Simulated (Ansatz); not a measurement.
The cluster Mg3Te3⁻. Total charge -1; doublet. Geometry PBE0-D4/def2-SVPD; atoms count from 1.

```xyz
6

Mg    0.763   -1.880    1.157
Mg   -0.890    1.935    0.958
Mg    0.101   -0.044   -1.676
Te   -0.165    0.070    2.718
Te    1.133   -2.435   -1.454
Te   -0.941    2.354   -1.703
```

In the def2 sets Te takes a core potential; there is no spin–orbit coupling. The structure comes from a short search, and lower isomers may exist.

(1) Estimate the Mulliken populations from the PBE0/def2-TZVPD orbitals of Ansatz.

(2) Where does the spin sit?

(3) And the Mayer bond orders between bonded heavy atoms (over 0.3)?

Answers

(1) 
```tsv
atom	charge (e)	spin (α − β)
Mg1	0.23	0.51
Mg2	0.23	0.51
Mg3	0.23	0.17
Te4	-0.52	-0.13
Te5	-0.58	-0.02
Te6	-0.58	-0.02
```
Mulliken values and Mayer orders depend strongly on the basis. With diffuse functions, as here, like atoms can get unlike values, and bond orders can come out too low or too high.

(2) Summed by element: Mg 1.18, Te -0.18, of 1 unpaired in all. Largest on single atoms: Mg1 0.51, Mg2 0.51, Mg3 0.17.

(3) Mg1–Te4 0.70 (2.67 Å); Mg1–Te5 0.71 (2.69 Å); Mg2–Te4 0.70 (2.67 Å); Mg2–Te6 0.71 (2.69 Å); Mg3–Te5 0.91 (2.61 Å); Mg3–Te6 0.91 (2.61 Å). Values over 0.3 also appear between atoms too far apart for a bond (Mg1–Mg2 0.36 at 4.16 Å); they arise where an orbital or an unpaired electron spreads over both atoms.
